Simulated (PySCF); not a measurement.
C3H4ClF, SMILES C/C=C(\F)Cl.

Geometry optimised at B3LYP-D3(BJ)/def2-SVP.

Calculation: PBE0/def2-TZVP (PySCF).

The molecule is in vacuum.

The total energy comes out as -676.45541 hartree, the point group is Cs and the highest occupied level comes out as -7.18 eV. The lowest empty level is 0.18 eV, the orbital gap is 7.37 eV and the dipole moment comes out as 1.74 D. The quadrupole, principal values (traceless, Buckingham form, about the centre of nuclear charge) is -2.04, -1.09, 3.14 D·Å and the mean static polarisability comes out as 50.3 bohr³ (7.45 Å³). The polarisability, principal values comes out as 34.8, 44.2, 71.9 bohr³.
